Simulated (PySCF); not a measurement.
## Radial density of B⁺ (boron, charge +1)

BP86, [He] 2s2, closed-shell 1S. All numbers are calculated (PySCF 2.14, the spin-free X2C one-electron Hamiltonian (Gaussian nucleus), in cc-pVDZ-DK).

```tsv
r (bohr)	4πr²ρ (e/bohr)
0.00670	0.03875
0.0113	0.1048
0.0190	0.2720
0.0319	0.6752
0.0536	1.536
0.0902	3.032
0.152	4.703
0.255	4.919
0.429	2.696
0.722	0.8316
1.21	1.138
2.04	0.8697
3.44	0.1189
5.78	0.002257
```

Densities and radii are taken from the X2C orbitals without a picture-change correction, which distorts them close to the nucleus.
